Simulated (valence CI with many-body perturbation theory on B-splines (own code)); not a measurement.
**Ca5+: electric-dipole lines**

Computed by configuration interaction combined with many-body perturbation theory (CI+MBPT): five valence electrons over a frozen Dirac-Fock core [Ne], a basis of 9 s, 9 p, 8 d, 6 f, 3 g, 1 h functions for each j, with the one-electron correlation potential Σ1, the two-electron term Σ2, the three-electron term Σ3, Breit, model QED; selected CI, second order for the rest, scaled by the run's own slope (own B-spline code, finite nucleus).

No measured spectrum was set against this ion. As an estimate, levels hold to about 100 cm⁻¹ or 0.05 % of their energy and the worst to 300 or 400 cm⁻¹, as in measured light ions of charge 2 to 7. Among the levels kept, up to 910 cm⁻¹ of a level comes from second order outside the variational space, and about a tenth of that is noise between levels of different J, which matters for small intervals.

Lines 1 to 50 of 160 in falling wavelength, among levels below 364960 cm⁻¹, chosen from the strongest by gf and those to the six lowest levels. Wavelengths and rates use the calculated energies, so an error of 100 cm⁻¹ moves a line at 642.2 Å by 0.064 % and its rate by three times that or more. Electric multipoles are in the length gauge, E1 and E2 with the static RPA response of the core. Weak lines are less certain than strong ones. Lines between different terms over intervals too small for the method are left out, as are lines whose strength nearly cancels. The highest levels of a list are the least certain.

Names give the largest LS component (configuration and term), which can be under half, so a name can repeat, a term be missing and a line seem to break the LS rules; names also repeat where a configuration has a term twice. Letters in brackets count levels of one name in rising energy.

```csv
λ vac (Å),λ from measured levels,Upper,Lower,A (s⁻¹),S (a.u.)
7048,,3p⁵ ²P°_3/2,3s²3p²3d ²D_5/2 [c],4.99e+03,3.45e-03
3588,,3p⁵ ²P°_3/2,3s²3p²3d ²S_1/2,3.28e+04,2.99e-03
3361,,3p⁵ ²P°_3/2,3s²3p²3d ²P_3/2 [c],1.94e+05,1.45e-02
3216,,3p⁵ ²P°_3/2,3s²3p²3d ²P_1/2 [c],8.55e+04,5.61e-03
2397,,3p⁵ ²P°_3/2,3s²3p²3d ²D_3/2 [b],6.53e+04,1.78e-03
2368,,3p⁵ ²P°_3/2,3s²3p²3d ²D_5/2 [b],5.21e+05,1.37e-02
1763,,3p⁵ ²P°_3/2,3s²3p²3d ²D_5/2 [a],4.06e+05,4.39e-03
1559,,3p⁵ ²P°_3/2,3s²3p²3d ⁴P_3/2,1.22e+05,9.11e-04
1514,,3p⁵ ²P°_3/2,3s²3p²3d ²P_1/2 [b],3.12e+06,2.14e-02
1460,,3p⁵ ²P°_3/2,3s²3p²3d ²P_3/2 [b],1.78e+07,1.10e-01
1039,,3s3p³3d ⁶D°_9/2,3s²3p²3d ⁴D_7/2,4.19e+04,2.32e-04
979.1,,3s3p³3d ⁶D°_9/2,3s²3p²3d ⁴F_9/2,3.04e+05,1.41e-03
966.8,,3s3p³3d ⁶D°_7/2,3s²3p²3d ⁴F_7/2,1.80e+05,6.44e-04
965.9,,3s3p³3d ⁶D°_9/2,3s²3p²3d ⁴F_7/2,4.75e+04,2.11e-04
957.6,,3s3p³3d ⁶D°_5/2,3s²3p²3d ⁴F_5/2,9.07e+04,2.36e-04
919.9,,3p⁵ ²P°_3/2,3s²3p²3d ⁴D_3/2,1.69e+05,2.60e-04
906.8,,3s3p⁴ ⁴P_5/2,3s²3p³ ²P°_3/2,1.58e+05,3.50e-04
890.8,,3s3p⁴ ⁴P_3/2,3s²3p³ ²P°_3/2,3.51e+05,4.90e-04
886.4,,3s3p⁴ ⁴P_3/2,3s²3p³ ²P°_1/2,2.34e+03,3.21e-06
882.4,,3s3p⁴ ⁴P_1/2,3s²3p³ ²P°_3/2,4.94e+04,3.35e-05
878.1,,3s3p⁴ ⁴P_1/2,3s²3p³ ²P°_1/2,3.05e+05,2.04e-04
779.6,,3s3p⁴ ⁴P_5/2,3s²3p³ ²D°_5/2,1.01e+06,1.42e-03
777.2,,3s3p⁴ ⁴P_5/2,3s²3p³ ²D°_3/2,2.02e+05,2.80e-04
772.1,,3p⁵ ²P°_3/2,3s3p⁴ ²S_1/2,8.29e+06,7.53e-03
767.8,,3s3p⁴ ⁴P_3/2,3s²3p³ ²D°_5/2,1.62e+05,1.45e-04
765.4,,3s3p⁴ ⁴P_3/2,3s²3p³ ²D°_3/2,1.85e+05,1.64e-04
759.2,,3s3p⁴ ⁴P_1/2,3s²3p³ ²D°_3/2,1.44e+05,6.23e-05
720.7,,3p⁵ ²P°_3/2,3s²3p²3d ²P_1/2 [a],1.60e+08,1.18e-01
710.2,,3p⁵ ²P°_3/2,3s²3p²3d ²P_3/2 [a],7.12e+08,5.04e-01
676.2,,3s3p⁴ ²D_3/2,3s²3p³ ²P°_3/2,1.47e+06,8.94e-04
675.3,,3s3p⁴ ²D_5/2,3s²3p³ ²P°_3/2,1.30e+08,1.18e-01
673.6,,3s3p⁴ ²D_3/2,3s²3p³ ²P°_1/2,8.58e+07,5.18e-02
642.2,641.9,3s3p⁴ ⁴P_5/2,3s²3p³ ⁴S°_3/2,5.13e+08,4.02e-01
634.1,633.8,3s3p⁴ ⁴P_3/2,3s²3p³ ⁴S°_3/2,5.28e+08,2.66e-01
629.9,629.6,3s3p⁴ ⁴P_1/2,3s²3p³ ⁴S°_3/2,5.39e+08,1.33e-01
602.9,,3s3p⁴ ²D_3/2,3s²3p³ ²D°_5/2,5.44e+07,2.35e-02
602.2,,3s3p⁴ ²D_5/2,3s²3p³ ²D°_5/2,8.52e+08,5.51e-01
601.4,,3s3p⁴ ²D_3/2,3s²3p³ ²D°_3/2,9.14e+08,3.92e-01
600.7,,3s3p⁴ ²D_5/2,3s²3p³ ²D°_3/2,3.51e+07,2.25e-02
588.0,,3p⁵ ²P°_3/2,3s3p⁴ ²D_5/2,1.30e+09,5.23e-01
587.3,,3p⁵ ²P°_3/2,3s3p⁴ ²D_3/2,1.86e+08,7.45e-02
563.8,,3s²3p²3d ²P_3/2 [a],3s²3p³ ²P°_3/2,1.81e+08,6.42e-02
562.1,,3s²3p²3d ²P_3/2 [a],3s²3p³ ²P°_1/2,5.99e+07,2.10e-02
557.4,,3s²3p²3d ²P_1/2 [a],3s²3p³ ²P°_3/2,8.16e+07,1.40e-02
555.7,,3s²3p²3d ²P_1/2 [a],3s²3p³ ²P°_1/2,3.60e+08,6.10e-02
530.1,,3s3p⁴ ²S_1/2,3s²3p³ ²P°_3/2,2.17e+09,3.20e-01
528.6,,3s3p⁴ ²S_1/2,3s²3p³ ²P°_1/2,9.01e+08,1.31e-01
518.6,,3s3p³3d ⁶D°_1/2,3s3p⁴ ⁴P_3/2,2.25e+06,3.10e-04
518.5,,3s3p³3d ⁶D°_3/2,3s3p⁴ ⁴P_3/2,6.61e+05,1.82e-04
517.3,,3s3p⁴ ²D_3/2,3s²3p³ ⁴S°_3/2,1.76e+03,4.80e-07
```
